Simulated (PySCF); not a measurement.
## `C=C[C@@]1(C)C[C@@]1(C)C(=O)Cl`: 4 charge schemes on one density

Species: C8H11ClO.
Cartesian coordinates in Å at the GFN2-xTB level; atoms count from 1:
```
atom  x, y, z in Å
C1     2.4675   -0.4437   -1.2130
C2     1.6346    0.3648   -0.5783
C3     0.4765   -0.0633    0.2388
C4     0.4760   -1.5183    0.6496
C5    -0.1465    0.9491    1.1460
C6    -0.9098    0.5609   -0.0994
C7    -2.1439   -0.3061    0.0067
C8    -0.8955    1.5571   -1.1770
O9    -0.2645    2.5637   -1.2439
Cl10  -1.9543    1.1338   -2.5411
H11    2.3731   -1.5158   -1.1975
H12    3.2901   -0.0504   -1.7843
H13    1.7801    1.4338   -0.6443
H14    1.4651   -1.7854    1.0157
H15    0.2359   -2.1609   -0.1948
H16   -0.2402   -1.7081    1.4426
H17   -0.5505    0.6205    2.0914
H18    0.2785    1.9418    1.1671
H19   -2.2010   -0.7746    0.9845
H20   -2.1441   -1.0837   -0.7542
H21   -3.0361    0.3016   -0.1284
```

Density: PBE0/pcSseg-1 (PySCF); schemes: Mulliken, IAO, Hirshfeld and ESP-fitted. The structure is a single GFN2-xTB conformer in the gas phase; no vibrational or solvent corrections.

Question: Atoms with like bonding are taken together and averaged. For which atoms does the sign change between the 4 schemes (beyond +0.03 e in one, beyond −0.03 e in another)?

Answer: C3, C5 and C6. Atomic charges aren't observables, and each scheme defines them in its own way.

Question: At which atom do the 4 schemes differ most?

Answer: At C3: from -0.494 (Mulliken) to +0.336 e (ESP-fitted), 0.830 e apart.

Question: Give the atomic charges in each scheme.

Answer: In e; atoms taken as equivalent share a row and are averaged (×n: the atom named and its like, n in all):

```
       atom                    environment  Mulliken     IAO  Hirshfeld  ESP-fitted
         C1           terminal =CH2 carbon    -0.108  -0.322     -0.101      -0.436
         C2               alkene CH carbon    -0.081  -0.144     -0.046      -0.248
         C3                 allylic carbon    -0.494  +0.044     +0.026      +0.336
         C4                  methyl carbon    -0.123  -0.418     -0.111      -0.620
         C5     three-membered-ring carbon    +0.048  -0.273     -0.080      -0.369
         C6  sp3 carbon next to a carbonyl    -0.473  -0.042     -0.002      +0.234
         C7                  methyl carbon    -0.097  -0.419     -0.124      -0.558
         C8             acyl halide carbon    +0.397  +0.363     +0.180      +0.334
         O9                carbonyl oxygen    -0.321  -0.370     -0.196      -0.372
       Cl10           chlorine bonded to C    -0.138  -0.100     -0.048      -0.143
        H11               vinylic hydrogen    +0.113  +0.143     +0.044      +0.188
        H12               vinylic hydrogen    +0.122  +0.158     +0.050      +0.197
        H13               vinylic hydrogen    +0.107  +0.158     +0.041      +0.186
H14/H15/H16                methyl hydrogen    +0.128  +0.149     +0.046      +0.177
        H17             methylene hydrogen    +0.130  +0.153     +0.056      +0.144
        H18             methylene hydrogen    +0.143  +0.165     +0.051      +0.131
H19/H20/H21                methyl hydrogen    +0.131  +0.152     +0.041      +0.155
```

Mean size of the charges over all atoms: ESP-fitted 0.262 e, IAO 0.199 e, Mulliken 0.175 e, Hirshfeld 0.067 e. Each set sums to the total charge, 0, to within 0.001 e. The Mulliken scheme gives each basis function's population to the atom it is centred on and halves the overlap population of two atoms between them.

Some averages cover members that differ in this geometry: H14/H15/H16, Mulliken +0.111 to +0.142; H19/H20/H21, Mulliken +0.114 to +0.143 e.

Question: How closely do the schemes follow one another over all atoms?

Answer: Correlation coefficient and root-mean-square difference: IAO with Hirshfeld 0.96, 0.150 e; IAO with ESP-fitted 0.94, 0.112 e; Hirshfeld with ESP-fitted 0.89, 0.225 e; Mulliken with Hirshfeld 0.61, 0.177 e; Mulliken with IAO 0.60, 0.199 e; Mulliken with ESP-fitted 0.30, 0.308 e.

Question: Sum the charges by element, for elements with more than one atom.

Answer: 
```csv
element,atoms,Mulliken,IAO,Hirshfeld,ESP-fitted
C,8,-0.932,-1.210,-0.258,-1.327
H,11,+1.392,+1.681,+0.502,+1.842
```
